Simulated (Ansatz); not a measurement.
Species: [Sc(Cl)3] (charge 0, multiplicity 1), formula Cl₃Sc.

Q: How many basis functions does frozen-core CCSD(T)/def2-TZVPP // r2SCAN-D4/def2-SVP run with Ansatz (a quantum-chemistry and plane-wave program) use, how many core orbitals are frozen, and how many electrons are correlated?

A: 190 basis functions and 20 frozen orbitals, which leaves 32 correlated electrons. Core time is of the order of minutes.
